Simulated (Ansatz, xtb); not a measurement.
**Relative energy of two isomers of C4H7O2P**

Structure a: `C=CP(=O)(O)C=C`, a singlet. Structure b: `CC#C[P@](C)(=O)O`, a singlet. Both are isolated molecules in the gas phase, relaxed with B3LYP-D3(BJ)/def2-SVP; the shapes shown needn't be the lowest conformers.

a (Å):

```tsv
atom	x (Å)	y (Å)	z (Å)
C	0.5708	1.3868	-1.2264
C	0.1188	0.6026	-0.2428
C	0.1758	-2.2508	0.3166
C	0.7520	-3.2716	-0.3242
O	-0.7640	-1.2329	-2.1052
O	-2.0902	-0.9106	0.1827
P	-0.6692	-0.9774	-0.6358
H	1.0365	2.3568	-1.0262
H	0.4792	1.0655	-2.2690
H	0.1931	0.8951	0.8110
H	-2.7426	-0.3938	-0.3143
H	0.1991	-2.1603	1.4081
H	0.7029	-3.3345	-1.4162
H	1.2778	-4.0672	0.2122
```

b (Å):

```xyz
14

C    -1.9950    1.7697   -1.3951
C    -0.7790    1.0946   -0.9694
C     0.2391    0.5317   -0.6140
C     1.2253   -1.8024    0.6774
O     2.5565    0.6751    0.8240
O     2.4764   -0.7316   -1.3987
P     1.7314   -0.2216   -0.0328
H    -2.0762    1.7810   -2.4942
H    -2.8874    1.2617   -0.9947
H    -2.0105    2.8132   -1.0406
H     0.6884   -2.4074   -0.0668
H     0.5763   -1.6111    1.5437
H     2.1291   -2.3342    1.0097
H     3.0706   -0.0391   -1.7256
```

Q: Which of the two would you expect CCSD(T)/def2-SVP + ΔMP2/def2-TZVPP electronic energies to favour?

A: Too close to call at this level: CCSD(T)/def2-SVP + ΔMP2/def2-TZVPP gives E(b) − E(a) = +1.82 kcal/mol.

The same difference at several levels:

```tsv
level	geometry	E(b) − E(a) (kcal/mol)	departure from the last row (kcal/mol)	job, with rough time for the two
GFN2-xTB	GFN2-xTB	−7.46	−9.28	optimisation, 0.2 s
HF/STO-3G	GFN2-xTB	−16.83	−18.65	single point, 0.28 s
r2SCAN-D4/def2-SVP	GFN2-xTB	+1.01	−0.81	single point, 2.8 s
B3LYP-D3(BJ)/def2-SVP	B3LYP-D3(BJ)/def2-SVP	+3.86	+2.05	optimisation, 50 s
HF/def2-SVP	B3LYP-D3(BJ)/def2-SVP	+2.91	+1.09	part of the CCSD(T) run
MP2/def2-SVP	B3LYP-D3(BJ)/def2-SVP	−1.90	−3.72	part of the CCSD(T) run
CCSD(T)/def2-SVP	B3LYP-D3(BJ)/def2-SVP	+2.88	+1.07	single point
CCSD(T)/def2-SVP + ΔMP2/def2-TZVPP	B3LYP-D3(BJ)/def2-SVP	+1.82		single point, 47 s
```

As drawn, b has 1 C–C, 1 C≡C in place of 2 C=C.

GFN2-xTB, HF/STO-3G, MP2/def2-SVP put the two in the other order. The largest departure from CCSD(T)/def2-SVP + ΔMP2/def2-TZVPP is that of HF/STO-3G, 18.65 kcal/mol. The last row adds to CCSD(T) the change of the MP2 difference between the two basis sets, here −1.07 kcal/mol.

With thermal terms from frequencies at re-optimised GFN2-xTB minima (ideal gas, soft modes damped towards free rotors, one conformer each, 298.15 K, 1 atm): the zero-point term adds +0.07 kcal/mol; ΔH is +2.32 and ΔG +1.25 kcal/mol.

The correlated steps freeze 11 core orbitals. Mirror images aren't counted in ΔG. Run with Ansatz 0.2.0, xtb 6.7.1; the last row on 4 threads of Arm Neoverse V2 on a shared host.
